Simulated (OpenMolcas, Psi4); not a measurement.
# C2H3ClNSi (SMILES C[Si](Cl)C#N): methods side by side

C2H3ClNSi has 8 atoms, charge 0, and is taken as a doublet. SMILES: `C[Si](Cl)C#N`. Geometry: relaxed at PBE0-D4/def2-TZVP.

Each level gives the dipole moment (D). The values are calculated.

```
                                level                    kind     program  value (D)  CPU time
                         UHF/def2-SVP            Hartree–Fock  OpenMolcas       3.77      13 s
                    U-revPBE/def2-SVP                     GGA  OpenMolcas       3.55      62 s
                       UBLYP/def2-SVP                     GGA  OpenMolcas       3.53      55 s
                    U-r2SCAN/def2-SVP                meta-GGA  OpenMolcas       3.68      77 s
                      UM06-L/def2-SVP                meta-GGA  OpenMolcas       3.74      79 s
                      UBHLYP/def2-SVP           global hybrid  OpenMolcas       3.70      60 s
                     UM06-2X/def2-SVP         hybrid meta-GGA  OpenMolcas       3.66      73 s
UCAM-B3LYP/def2-SVP (density fitting)  range-separated hybrid        Psi4       3.61      18 s
```

The values span 3.53 to 3.77 D. Magnitudes only. Times are those of the runs behind each value, whatever else they computed, on shared processors of several kinds: orders of magnitude only.
